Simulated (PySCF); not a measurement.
Vertical excitations of a molecule C3H8AlF from TDDFT-PBE0/def2-SVPD (PySCF), as energy in eV (oscillator strength): 5.11 (0.000), 6.34 (0.041), 7.00 (0.001), 7.33 (0.012), 7.57 (0.016), 7.67 (0.074), 7.72 (0.308), 7.99 (0.005), 8.25 (0.014), 8.39 (0.043). Lowest triplet (TDA): 4.74 eV. The structure is a stationary point at B3LYP-D3(BJ)/def2-SVP. The values are those of a single conformer.

Task: Which structure fits?
A. CC[CH2][AlH][F]
B. C[CH](C)[AlH][F]
C. C[CH2][Al]([CH3])[F]

Result: B, C[CH](C)[AlH][F]
